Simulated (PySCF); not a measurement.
**How the method changes the constants of CaO⁻**

State: ²Σ⁺ (doublet), unpaired electrons σ ↑. Set-up: Ca aug-cc-pVDZ-X2C, O aug-cc-pVDZ-DK; spin-free X2C with a Gaussian nucleus (PySCF 2.14). De refers to Ca + O⁻ in their high-spin ground configurations, without counterpoise correction. The functionals are run spin-unrestricted. A positive dipole points towards O; it is taken about the centre of mass and depends on that origin. Levels whose curve was spin-contaminated or gave no clean fit are not listed.

```tsv
Level	Re (Å)	ωe (cm⁻¹)	De (eV)	μ (D)
LDA	1.868	715	4.84	-0.90
PBE	1.902	672	4.16	-0.58
revPBE	1.910	663	3.97	-0.29
r²SCAN	1.895	700	4.12	-0.70
PBE0	1.886	710	3.65	-0.99
M06-2X	1.916	686	3.18	-3.11
```

(1) What does the step from GGA to meta-GGA do here, going from PBE to r²SCAN?

(2) What does the gradient correction do here, going from LDA to PBE?

For an ion De counts to the pair picked by the measured ionisation energies or electron affinities, which need not be the lowest pair at this level. The highest Kohn–Sham level is positive in this anion. Much of that is self-interaction error, but it also means that the finite basis helps to hold the extra electron. The state is the lowest determinant that a PBE0 search found; another state may lie lower at other levels.

Answers

(1) r²SCAN less PBE: -0.7 pm in Re, +4.2 % in ωe, -0.04 eV in De. 

(2) PBE less LDA: +3.4 pm in Re, -6.0 % in ωe, -0.68 eV in De. The gradient correction favours the more uneven density of free atoms, so it tends to lengthen bonds and takes away much of the overbinding of LDA; so it does here.
